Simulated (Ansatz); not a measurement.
A run for Ansatz (a first-principles code): U-CCSD(T)/def2-TZVPPD on H (SMILES [H]). The basis file is the Basis Set Exchange's JSON of that set.

Ansatz 0.2 input:
```yaml
crystal:
  periodic: [false, false, false]
  atoms:
    - {symbol: H, position_ang: [0.00000000, 0.00000000, 0.00000000]}
basis:
  gaussian:
    orbitals: def2-TZVPPD.json
magnetization: {spin_polarized: true, initial_magnetization: 1}
correlation: {method: ccsd_t, electrons: outside_noble_gas}
scf: {omitted_lower_state_checks: [cluster_reference]}
```

It printed:

```
WARN ansatz: RAYON_NUM_THREADS=4 ignored (pool sized by the plan → 4); use --threads N
Functional definition: HF
these checks for a lower state are left out or cut short: cluster_reference
integrals: 0.00 GiB planned
80 factors; integrals over basis functions are off by at most 2.5e-4 eV
mean field: 0.04 GiB planned
mean field evaluation 1: about -13.5533 eV, gradient 1.7e0 eV
mean field evaluation 2: about -13.5533 eV, gradient 1.7e0 eV
mean field evaluation 4: about -13.6005 eV, gradient 3.2e-3 eV
mean field evaluation 8: about -13.6005 eV, gradient 8.9e-7 eV
mean field -13.60051839 eV, -0.4998098322 hartree, gradient 8.9e-7 eV, S^2 0.750000; 0 other end points of the search recorded, 0 dependent functions left out
reference -13.60051839 eV, -0.4998098322 hartree; 1, 0 occupied and 16, 17 virtual orbitals, 80 factors
second order 0.00000000 eV of doubles, -0.00000000 eV of singles
coupled cluster: 0.04 GiB planned
cycle   1  -0.00000000 eV  change  -2.1e-15 eV  update   5.7e-9
perturbative correction 0.00000000 eV, 0.0000000000 hartree
Total energy: -13.60051839 eV, -0.4998098322 hartree
Checks for a lower state left out: cluster_reference
```

The run converged.

Cost: around 0.3 core-seconds (rough).
